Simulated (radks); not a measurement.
Valence configurations of Nd I (all share [Xe]). All-electron calculation, Dirac Kohn-Sham, PBE, spin-unpolarised, spherical densities, finite nucleus; open shells are shared between the two j in proportion to 2j + 1; Fermi nuclear charge, rms radius 4.9123 fm. Program: a radial shooting solver on a logarithmic mesh with Libxc functionals. Order these by energy: 4f3 5d1 6s2; 4f4 6s2; 4f4 6s1 6p1; 4f2 6s2 6p2; 4f3.5 5d0.5 6s2; 4f6; 4f3 5d2 6p1; 4f4 5d1 6s1.

Answer. From the lowest, in eV above it: 4f4 6s2 0.000; 4f3.5 5d0.5 6s2 0.376; 4f4 5d1 6s1 1.706; 4f3 5d1 6s2 1.792; 4f4 6s1 6p1 2.320; 4f3 5d2 6p1 5.257; 4f6 7.095; 4f2 6s2 6p2 16.199. NIST lists [Xe] 4f4 6s2 as the ground configuration; this level of theory agrees among the configurations tried. The energies are those of spherical spin-averaged densities, not of single terms. No valid solution was reached for [Xe] 4f4.5 5d1 6s0.5; [Xe] 4f4 5d2.
